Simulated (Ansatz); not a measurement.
The I1–H2 bond of HI is stretched (multiplicity 1).


Frozen-core correlation. Filled d and f shells under p-block atoms count as core.

The values were computed with Ansatz (a first-principles code).  In def2 rows elements past Kr take small-core potentials, without spin–orbit coupling.

FIC-MRCISD+Q on CASSCF(8,5)/def2-TZVPP, total energies (hartree):

| R (Å) | CASSCF | MRCISD | weight c² of the reference |
|---|---|---|---|
| 1.615 | -297.261626 | -297.406650 | 0.93285 |
| 2.827 | -297.169658 | -297.302961 | 0.93374 |
| 6.462 | -297.153932 | -297.284608 | 0.93485 |

Task: Add the Davidson correction (E_MRCISD − E_CASSCF)(1 − c²)/c² and give the energies above the first point at the three levels.

Result: 
Corrections (hartree): -0.010439, -0.009459, -0.009107. Above the first point (kcal/mol):
- R = 2.827 Å: CASSCF 57.7, MRCISD 65.1, with the correction 65.7
- R = 6.462 Å: CASSCF 67.6, MRCISD 76.6, with the correction 77.4
